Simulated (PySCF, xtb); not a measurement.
Al(F)(OH)(SiH3) (AlFH4OSi), SMILES [OH][Al]([F])[SiH3]. One conformer was computed; it need not be the lowest.

Harmonic wavenumbers (cm⁻¹) from GFN2-xTB run with xtb at its own minimum, in rising order: 26, 98, 170, 172, 389, 410, 418, 439, 500, 731, 789, 809, 816, 893, 2160, 2164, 2167, 3755.

Q: What does PySCF 2.14.0 with PBE0-D3(BJ)/def2-SVP give at its own minimum? (Estimate from the structure and the level; the computed values follow.)

A: 19, 126, 203, 216, 385, 391, 469, 476, 550, 805, 864, 926, 932, 942, 2214, 2222, 2233, 3978. Paired by order, the mean absolute difference is 61 cm⁻¹ and the zero-point energies are 24.2 and 25.7 kcal/mol.
